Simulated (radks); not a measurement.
The nuclear charge of neutral cobalt is varied continuously with 27 electrons held in [Ar] 3d7 4s2. Calculated with a radial shooting solver on a logarithmic mesh with Libxc functionals: scalar-relativistic Kohn-Sham, LDA (Slater exchange, Perdew-Wang correlation), spin-polarised, spherical densities, finite nucleus; open shells are filled with parallel spins first; Fermi nuclear charge, rms radius 3.7875 fm. By the Hellmann-Feynman theorem dE/dZ = E(electron-nucleus)/Z, the electronic potential at the nucleus (averaged over a nucleus of fixed radius). The scalar-relativistic energy here is not variational (the density holds large components alone), so the two differ by a part that grows with Z.

Z = 26.75: E (hartree) -1360.13903; E(electron-nucleus)/Z (hartree) -121.955; HOMO 4s; e(HOMO) (eV) -3.450; <r> HOMO (bohr) 3.126
Z = 27: E (hartree) -1390.84805; E(electron-nucleus)/Z (hartree) -123.498; HOMO 4s; e(HOMO) (eV) -5.384; <r> HOMO (bohr) 2.936
Z = 27.25: E (hartree) -1421.94321; E(electron-nucleus)/Z (hartree) -125.037; HOMO 4s; e(HOMO) (eV) -7.512; <r> HOMO (bohr) 2.780
Z = 27.5: E (hartree) -1453.42360; E(electron-nucleus)/Z (hartree) -126.573; HOMO 4s; e(HOMO) (eV) -9.818; <r> HOMO (bohr) 2.646
Z = 27.75: E (hartree) -1485.28849; E(electron-nucleus)/Z (hartree) -128.106; HOMO 4s; e(HOMO) (eV) -12.291; <r> HOMO (bohr) 2.531
Z = 28: E (hartree) -1517.53733; E(electron-nucleus)/Z (hartree) -129.637; HOMO 4s; e(HOMO) (eV) -14.923; <r> HOMO (bohr) 2.428

The central difference of E at Z = 27 is -123.608 hartree, to compare with the third column; the second derivative is -6.18 hartree.
